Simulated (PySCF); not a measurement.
Vertical excitations of a molecule C5H5F from TDDFT-PBE0/def2-SVPD run with PySCF, as energy in eV (oscillator strength): 4.95 (0.072), 6.17 (0.001), 6.48 (0.016), 6.69 (0.005), 6.94 (0.006), 7.43 (0.003), 7.49 (0.003), 7.66 (0.000), 8.05 (0.315), 8.08 (0.000). Lowest triplet (TDA): 2.96 eV. The structure is a stationary point at B3LYP-D3(BJ)/def2-SVP. Other conformers were not sampled.

Identify the compound among the candidates.
A. FC1=CC=CC1
B. C#CC1(F)CC1
C. C#CC/C=C/F
D. C#C/C(F)=C/C

A, FC1=CC=CC1
